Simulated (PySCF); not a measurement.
C₃H₇NOSi. Atoms are numbered in the order given.

```xyz
13

C     -1.9272     0.0345     0.5612
C     -0.8262     0.1964    -0.5073
C     -0.1161     1.4634    -0.3812
N      0.5204     2.4211    -0.2213
Si     0.5220    -1.1638    -0.3620
O      1.3849    -0.9103     1.0375
H     -1.4912     0.0380     1.5715
H     -2.6669     0.8471     0.5033
H     -2.4518    -0.9221     0.4196
H     -1.2606     0.1417    -1.5214
H     -0.1396    -2.4850    -0.2267
H      1.3685    -1.1031    -1.5867
H      1.8281    -0.0554     1.1222
```
Charge 0, spin multiplicity 1.

Geometry optimised at B3LYP-D3(BJ)/def2-SVP. The structure was generated by enumeration; whether it is a known compound was not checked. The values are those of a single conformer.

All values below come from PBE/pcSseg-1 in PySCF.

GIAO shieldings, no solvent; atoms listed in one row are averaged. δ = σ(ref) − σ: ¹³C against TMS (σ = 182.0 ppm); ¹⁵N against NH3 (σ = 267.0 ppm); ²⁹Si against TMS (σ = 335.4 ppm); ¹⁷O against H2O (σ = 334.3 ppm); ¹H against TMS (σ = 31.49 ppm), references at their B3LYP-D3(BJ)/def2-TZVP geometries, non-relativistic.

```csv
nucleus,atoms,count,δ (ppm)
¹³C,C3,1,124.3
¹³C,C2,1,19.1
¹³C,C1,1,17.3
¹⁵N,N4,1,303.3
²⁹Si,Si5,1,-11.2
¹⁷O,O6,1,19.1
¹H,H12,1,5.60
¹H,H11,1,5.05
¹H,H10,1,1.87
¹H,H13,1,1.84
¹H,"H7, H8, H9",3,1.71
```
